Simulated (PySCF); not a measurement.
Species: C7H11N.
Structure used (GFN2-xTB), in Å, numbered top down from 1:
```
atom  x, y, z in Å
H1     2.2545   -1.0037    1.7174
N2     2.7507   -0.3280    1.1352
C3     2.0300    0.2552    0.2892
C4     0.5788    0.0769    0.0376
C5    -0.3233    1.3072    0.2388
C6    -1.6799    0.6826   -0.1582
C7    -1.2049   -0.7318   -0.4925
C8    -0.2677   -1.0361    0.6867
C9     0.0569   -0.4484   -1.3202
H10    2.5250    0.9845   -0.3496
H11   -0.0320    2.1330   -0.4093
H12   -0.3056    1.6553    1.2713
H13   -2.1308    1.1773   -1.0177
H14   -2.3975    0.6912    0.6614
H15   -1.9552   -1.4447   -0.8233
H16    0.1931   -2.0198    0.6245
H17   -0.6510   -0.8586    1.6901
H18    0.5699   -1.3480   -1.6511
H19   -0.0206    0.2650   -2.1379
```

NICS is the negative of the GIAO shielding at a point without a nucleus: at the ring centre (0) and 1 Å above and below it (1); zz is the component along the ring normal. Level: GIAO PBE0/pcSseg-1 (PySCF, non-relativistic, gas phase) on the GFN2-xTB geometry, one conformer.

Ring bond lengths (Å), with Mayer bond orders in brackets: C4–C5 1.539 (1.00), C5–C6 1.545 (1.00), C6–C7 1.529 (1.00), C7–C8 1.537 (0.94), C8–C4 1.542 (0.93); C4–C8 1.542 (0.93), C8–C7 1.537 (0.94), C7–C9 1.535 (0.94), C9–C4 1.547 (0.91).

What do the NICS probes read (ppm)?

```tsv
ring	type	NICS(0)	NICS(1), two faces	NICS(1)zz, two faces	rms pucker (Å)	centre to ring atoms, mean (Å)
C4–C5–C6–C7–C8	5-membered carbocycle; formal bonds all single	-8.0	-4.0 / -20.3	-4.4 / -21.1	0.32	1.24
C4–C8–C7–C9	4-membered carbocycle; formal bonds all single	-12.9	-11.6 / -5.4	-19.3 / -2.2	0.24	1.06
```

What do they say, and how far can they be read as aromaticity?

- C4–C5–C6–C7–C8: mean NICS(1)zz -12.8 ppm, shielded. C4, C5, C6, C7, C8 have four or more neighbours, so the value isn't read as a sign of a π ring current. The two faces differ by 16.7 ppm, so no symmetry operation interchanges them.
- C4–C8–C7–C9: mean NICS(1)zz -10.7 ppm, shielded. C4, C7, C8, C9 have four or more neighbours, so the value isn't read as a sign of a π ring current. The two faces differ by 17.1 ppm, so no symmetry operation interchanges them.

At the second NICS(1) probe listed for ring C4–C5–C6–C7–C8, 1 Å off the ring, what do the in-plane components average?

The isotropic value is a third of the trace: (3 × -20.3 − (-21.1))/2 = -19.9 ppm.

Give the inner angles of the rings and the Hirshfeld charges of the ring atoms.

- C4–C5–C6–C7–C8: C4 101.6° (+0.013 e), C5 99.1° (-0.068 e), C6 99.1° (-0.069 e), C7 101.8° (-0.024 e), C8 82.5° (-0.077 e); sum 484.0° against 540° for a flat convex ring.
- C4–C8–C7–C9: C4 86.5° (+0.013 e), C8 82.5° (-0.077 e), C7 87.1° (-0.024 e), C9 82.3° (-0.072 e); sum 338.4° against 360° for a flat convex ring.
